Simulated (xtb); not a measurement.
C2H8O2Si, SMILES C[C@H](O)[SiH2]O. All values are semi-empirical tight-binding results from xtb (GFN2-xTB unless named), good for trends rather than for accurate numbers. Geometry: GFN2-xTB. The structure was generated by enumeration; whether it is a known compound was not checked. One conformer was computed; it need not be the lowest.

Optimised geometry:

```xyz
13

C      2.0701    -0.3796     0.3987
C      0.8305     0.2394    -0.2305
O      0.5729     1.5480     0.3027
Si    -0.7847    -0.7748    -0.0215
O     -2.0119     0.1190    -0.5907
H      1.9082    -0.5629     1.4604
H      2.2889    -1.3287    -0.0824
H      2.9314     0.2781     0.2878
H      1.0320     0.4266    -1.2903
H      0.5930     1.4786     1.2630
H     -0.7705    -2.0000    -0.8072
H     -0.9736    -1.0071     1.4152
H     -1.9150     1.0678    -0.6507
```

Computed properties:
```yaml
orbital_gap: 5.60 eV
dipole_moment: 1.34 D
zero_point_energy: 61.6 kcal/mol
G − E(el) at 298.15 K (modified RRHO): 41.9 kcal/mol
static polarisability (D4 model): 65.3 bohr³
solvation energy, GFN2-xTB/ALPB(water): -6.2 kcal/mol
solvation energy, GFN2-xTB/ALPB(acetone): -8.0 kcal/mol
```

Computed atomic charges and the Wiberg bond orders between heavy atoms:
charges (e) C1 -0.12, C2 0.00, O3 -0.47, Si4 0.51, O5 -0.47, H6 0.02, H7 0.03, H8 0.04, H9 0.02, H10 0.28, H11 -0.08, H12 -0.09, H13 0.32. Bond orders C1–C2 1.03, C2–O3 0.98, C2–Si4 0.83, Si4–O5 1.22.
